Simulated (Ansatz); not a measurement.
`[Li][Ag]` + H–F → `[F][Ag]` + `[LiH]` at 298.15 K and 1 bar (cleavage of the Ag–Li bond).

Program: Ansatz. Geometries: PBE0-D4/def2-TZVP. ΔE: electronic, gas phase. CCSD(T)/CBS is the MP2 limit (def2-TZVPP, def2-QZVPP) plus CCSD(T) − MP2 in def2-TZVPP, frozen cores. This one scheme is used for every species. def2 core potentials past Kr. For Ag, Li outer-core shells are correlated without core-valence functions, which leaves a few kJ/mol of doubt a bond.

| species | CCSD(T)/CBS energy (Eh) | H − E (kJ/mol) | S (J/(mol·K)) |
| --- | --- | --- | --- |
| `[Li][Ag]` | -154.44244 | 11.8 | 231.8 |
| H–F | -100.39570 | 33.5 | 173.6 |
| `[F][Ag]` | -246.69940 | 12.3 | 235.7 |
| `[LiH]` | -8.06146 | 17.1 | 170.7 |

H − E and S are ideal-gas, rigid-rotor, harmonic terms from PBE0-D4/def2-TZVP. 1 Eh = 2625.50 kJ/mol, R = 8.31446 J/(mol·K).

By hand: ΔE, ΔH, ΔS and ΔG.

ΔE = (-246.69940) + (-8.06146) − (-154.44244) − (-100.39570) = 0.07728 Eh = 202.9 kJ/mol. Δ(H − E) = 12.3 + 17.1 − 11.8 − 33.5 = -15.9, so ΔH = 187.0 kJ/mol. ΔS = 235.7 + 170.7 − 231.8 − 173.6 = 1.0 J/(mol·K). ΔG = 187.0 − 298.15 × (1.0)/1000 = 186.7 kJ/mol.

By hand: the equilibrium constant, and the temperature at which ΔG would vanish if ΔH and ΔS stayed fixed.

log₁₀ K = −ΔG/(RT ln 10) = -32.7. ΔG = 0 at ΔH/ΔS = 187000 K, far beyond where these terms or the molecules hold.

The number of gas molecules stays the same, so ΔS is small and ΔH decides. A doubt of 5 kJ/mol in ΔE shifts log₁₀ K by 0.9 here. These are equilibria of isolated gas molecules and say nothing of rates. Largest T1 diagnostic: 0.028 (customary marks: 0.02 for closed shells, 0.045 for open ones).
